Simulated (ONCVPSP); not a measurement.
# Pseudopotential generation for Te (Z = 52): ONCV, LDA (Perdew-Wang 92), scalar-relativistic.

- Element: Te
- Generator: ONCVPSP 4.0.1
- Type: optimised norm-conserving Vanderbilt (ONCV)
- Functional: LDA (Perdew-Wang 92)
- Relativity: scalar-relativistic
- Frozen core: [Kr] 4d10
- Valence charge: 6
- Reference configuration: 5s2 5p4
- Partial waves: 5s: rc 1.55 bohr, ncon 4, nbas 7, qcut 3.6 1/bohr, 2 projectors, debl 0.7 Ha; 5p: rc 1.55 bohr, ncon 3, nbas 6, qcut 4.7 1/bohr, local; d scattering state at 0.29 Ha: rc 1.85 bohr, ncon 4, nbas 7, qcut 5 1/bohr, 2 projectors, debl 3.2 Ha
- Local potential: the p channel
- Core correction: none

All-electron outer shells of the reference configuration (LDA (PZ), scalar-relativistic, ld1.x):

| shell | level (eV) | outermost node (bohr) | outermost maximum (bohr) |
| --- | --- | --- | --- |
| 4p | -114.19 | 0.38 | 0.74 |
| 4d | -41.70 | 0.36 | 0.81 |
| 5s | -15.36 | 0.91 | 1.77 |
| 5p | -6.12 | 1.00 | 2.17 |

(1) Estimate the cutoffs (Ha) at which the residual kinetic energy of the hardest occupied pseudo-wave falls to 1 and 0.1 mHa per electron.

(2) What does a ghost test show?

(3) Tests: 5s2 5p3; 5s2 5p2; 5s2 5p1; 5s2 5p0. Which has the largest error in its energy relative to the reference configuration, and how large is it?

## Answers

(1) 41 Ha and 75 Ha.

(2) Ghosts flagged at negative energy: s at -202.6 eV; GHOST(+) flagged for d at 43.9 eV. A true bound ghost makes a file unfit for plane-wave use.

(3) 5s2 5p0, with +177 meV (all-electron minus pseudo) on +92.21 eV.
